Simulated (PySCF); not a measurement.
Species: C7H14B2O2.
InChI=1S/C7H14B2O2/c1-8(2)6-3-7(4-6,5-6)9(10)11/h10-11H,3-5H2,1-2H3/t6-,7+

Torsions of this conformer, `[CH3:1][B:2]([CH3:3])[C@:4]12[CH2:5][C@:6]([B:7]([OH:8])[OH:9])([CH2:10]1)[CH2:11]2`: C1–B2–C4–C5 -60°, C5–C6–B7–O8 -101°, H–O8–B7–C6 -1°, H–O9–B7–C6 1°.

The closed-shell ground state was solved at several levels (PySCF, density fitting, gas phase, non-relativistic). Isolated species at its PBE0-D3(BJ)/def2-SVP geometry (one conformer only).

```
             level  basis functions  total energy (Eh)  HOMO (eV)  LUMO (eV)  gap (eV)  dipole (D)
CAM-B3LYP/pcSseg-1              257          -475.0752      -8.71       0.39      9.10        3.21
       B3LYP/pcJ-1              437          -475.4047      -7.10      -0.93      6.17        3.13
     PBE0/pcSseg-1              257          -474.7580      -7.30      -0.74      6.56        3.13
```

**Question.** Estimate the row for PBE0/def2-SVPD, a basis of 338 functions; the other rows only guide the guess.

**Answer.** Total energy -474.5027 Eh, HOMO -7.32 eV, LUMO -0.75 eV, gap 6.57 eV, dipole 3.10 D.

**Question.** Over all these levels, which gives the widest orbital gap and which the narrowest?

**Answer.** CAM-B3LYP/pcSseg-1 (range-separated hybrid) has the widest, 9.10 eV, and B3LYP/pcJ-1 (global hybrid, 20 % exact exchange) the narrowest, 6.17 eV. Functional and basis both differ between the two, so the spread mixes both effects.

**Question.** How far do the dipole and the HOMO energy spread over the levels?

**Answer.** The dipole runs from 3.10 to 3.21 D (mean 3.14 D) and the HOMO from -8.71 to -7.10 eV.
